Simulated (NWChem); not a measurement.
System: CH₆OSiSn, singlet; SMILES C[O][Sn][SiH3]

Input file for NWChem:

```
start job
memory heap 200 mb stack 900 mb global 1100 mb
geometry units angstroms noautoz
  Sn     0.815395     0.072225    -0.001744
  O     -0.350513     1.692871     0.001121
  C     -1.731928     1.849370     0.001631
  H     -2.288329     0.890633     0.004067
  H     -2.056635     2.422575     0.890002
  H     -2.057956     2.418720    -0.888756
  Si    -1.193625    -1.750218    -0.002306
  H     -2.083373    -1.647459    -1.208420
  H     -2.080858    -1.650701     1.205928
  H     -0.618734    -3.137187    -0.004723
end
basis spherical
  Sn library def2-svp
  O library def2-svp
  C library def2-svp
  H library def2-svp
  Si library def2-svp
end
ecp
  Sn library def2-ecp
end
dft
  xc m06-l
  grid xfine
  iterations 150
  mulliken
end
task dft gradient
```

Output (shortened):

```
             Northwest Computational Chemistry Package (NWChem) 7.3.0
             --------------------------------------------------------

 C1  symmetry detected

                             Geometry "geometry" -> ""
                             -------------------------

 Output coordinates in angstroms (scale by  1.889725989 to convert to a.u.)

  No.       Tag          Charge          X              Y              Z
 ---- ---------------- ---------- -------------- -------------- --------------
    1 Sn                  50.0000     0.73955720     0.35425476    -0.00002594
    2 O                    8.0000    -0.96834338     1.38813996     0.00035268
    3 C                    6.0000    -2.30054053     0.99058487    -0.00020536
    4 H                    1.0000    -2.43657641    -0.10952845     0.00288840
    5 H                    1.0000    -2.82486391     1.39126553     0.88734275
    6 H                    1.0000    -2.82275776     1.38591387    -0.89141062
    7 Si                  14.0000    -0.39424746    -2.10987737     0.00004160
    8 H                    1.0000    -1.25183572    -2.36500609    -1.20676145
    9 H                    1.0000    -1.25070818    -2.36525533     1.20758976
   10 H                    1.0000     0.67833669    -3.16047312    -0.00052348

 Effective nuclear repulsion energy (a.u.)     428.9208760612

                                 NWChem DFT Module
                                 -----------------

 Summary of "ao basis" -> "ao basis" (spherical)
 ------------------------------------------------------------------------------
       Tag                 Description            Shells   Functions and Types
 ---------------- ------------------------------  ------  ---------------------
 Sn                         def2-svp                10       26   4s4p2d
 O                          def2-svp                 6       14   3s2p1d
 C                          def2-svp                 6       14   3s2p1d
 H                          def2-svp                 3        5   2s1p
 Si                         def2-svp                 8       18   4s3p1d

            General Information
            -------------------
          SCF calculation type: DFT
          Wavefunction type:  closed shell.
          No. of atoms     :    10
          No. of electrons :    56
           Alpha electrons :    28
            Beta electrons :    28
          Charge           :     0
          Spin multiplicity:     1
          Use of symmetry is: off; symmetry adaption is: off
          Maximum number of iterations: 150
          AO basis - number of functions:   102
                     number of shells:    48
          Convergence on energy requested:  1.00D-06
          Convergence on density requested:  1.00D-05
          Convergence on gradient requested:  5.00D-04

              XC Information
              --------------
                        M06-L Method XC Functional
                         M06-L Exchange Functional  1.000
                       M06-L Correlation Potential  1.000

             Grid Information
             ----------------
          Grid used for XC integration:  xfine
          Radial quadrature: Mura-Knowles
          Angular quadrature: Lebedev.
          Tag              B.-S. Rad. Rad. Pts. Rad. Cut. Ang. Pts.
          ---              ---------- --------- --------- ---------
          Sn                  1.45      205          11.0      1454
          O                   0.60      100          12.0      1454
          C                   0.70      100          13.0      1454
          H                   0.35      100          14.0      1202
          Si                  1.10      125          12.0      1454
          Grid pruning is: on
          Number of quadrature shells:  1130
          Spatial weights used:  Erf1

      Superposition of Atomic Density Guess
      -------------------------------------

 Sum of atomic energies:        -653.14592579

      Non-variational initial energy
      ------------------------------

 Total energy =    -618.491937
 1-e energy   =   -1410.268229
 2-e energy   =     552.202518
 HOMO         =      -0.202877
 LUMO         =      -0.066025

     ---------------------------------------------
      Total Density - Mulliken Population Analysis
     ---------------------------------------------

    Atom       Charge   Shell Charges
 -----------   ------   -------------------------------------------------------
    1 Sn  22    21.04   1.60  0.43  1.18  0.67  3.27  2.72  0.65  0.45  9.77  0.29
    2 O    8     8.97   1.99  1.11  0.71  3.08  2.07  0.01
    3 C    6     5.88   1.99  0.92  0.21  1.86  0.86  0.05
    4 H    1     0.93   0.69  0.22  0.02
    5 H    1     0.94   0.70  0.22  0.02
    6 H    1     0.94   0.70  0.22  0.02
    7 Si  14    14.11   2.00  1.99  1.06  0.36  5.94  1.17  1.52  0.08
    8 H    1     1.06   0.69  0.36  0.01
    9 H    1     1.06   0.69  0.36  0.01
   10 H    1     1.06   0.69  0.36  0.01

[...]

                         DFT ENERGY GRADIENTS

    atom               coordinates                        gradient
                 x          y          z           x          y          z
   1 Sn      1.397560   0.669444  -0.000049   -0.008647   0.001236  -0.000002
   2 O      -1.829904   2.623204   0.000666    0.007540  -0.003794   0.000010
   3 C      -4.347391   1.871934  -0.000388   -0.001220  -0.000872  -0.000003
   4 H      -4.604462  -0.206979   0.005458    0.000751  -0.000045   0.000002
   5 H      -5.338219   2.629111   1.676835    0.000023   0.000619   0.001179
   6 H      -5.334239   2.618997  -1.684522    0.000023   0.000606  -0.001185
   7 Si     -0.745020  -3.987090   0.000079    0.000908   0.002143  -0.000000
   8 H      -2.365626  -4.469213  -2.280448   -0.000273   0.000153  -0.001046
   9 H      -2.363496  -4.469684   2.282014   -0.000271   0.000154   0.001045
  10 H       1.281870  -5.972428  -0.000989    0.001165  -0.000200   0.000000
```

Level: M06-L/def2-SVP with def2 effective core potentials on Sn. Low-valent species are run as closed-shell singlets; no triplet was tried in these runs. Geometry: optimised at PBE0/def2-SVP. No frequency run checked for a minimum. def2 effective core potentials on Sn; no spin-orbit coupling.
